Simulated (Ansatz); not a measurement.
Two isomers of C2H4F2OSi: A = `O=C([SiH3])C(F)F`, B = `OC1[SiH2]C1(F)F`.

Computed with Ansatz on PBE0-D4/def2-TZVP structures; ΔE is electronic, products minus reactants. CCSD(T)/CBS is the MP2 limit (def2-TZVPP, def2-QZVPP) plus CCSD(T) − MP2 in def2-TZVPP, frozen cores. DFT in def2-TZVPP. B3LYP here is the variant with VWN-RPA as its local correlation; programs differ in this. One conformer a species, not always the lowest.

A:

Z-matrix (Å, degrees):
```
Si
C 1 1.940
H 1 1.483 2 106.2
H 1 1.482 2 106.2 3 117.6
H 1 1.481 2 111.8 3 -120.9
C 2 1.532 1 119.6 3 114.5
O 2 1.203 1 120.9 3 -65.0
F 6 1.354 2 108.4 1 -55.7
F 6 1.354 2 108.4 1 61.1
H 6 1.094 2 112.7 1 -177.3
```

B:

```xyz
10

O    -1.938   -0.084   -0.040
C    -0.651   -0.245    0.441
Si    0.944   -0.893   -0.388
C     0.410    0.809    0.217
F     0.049    1.670   -0.778
F     0.843    1.529    1.269
H    -1.907    0.537   -0.776
H    -0.657   -0.562    1.485
H     1.834   -1.747    0.426
H     1.072   -1.016   -1.855
```

Problem. Which isomer does CCSD(T)/CBS put lower? Give the gap. (Best estimate.)

Solution. Ansatz gave: A, by 119.2 kJ/mol.

Problem. Give E(B) − E(A) in kJ/mol with CCSD(T)/def2-TZVPP, r2SCAN-D4, B3LYP, B2PLYP, PBE-D4, CCSD/def2-TZVPP, HF/def2-TZVPP. (An estimate is asked.)

Solution. The calculation gave: CCSD(T)/def2-TZVPP 127.4, r2SCAN-D4 108.1, B3LYP 126.2, B2PLYP 128.6, PBE-D4 100.5, CCSD/def2-TZVPP 130.2, HF/def2-TZVPP 165.9. None reverses the order clearly.

Largest T1 diagnostic: 0.014.

In def2-TZVPP, CCSD(T) changes the Hartree–Fock value by −38.4 kJ/mol (the triples alone add −2.8 kJ/mol) and MP2 by −43.7 kJ/mol.
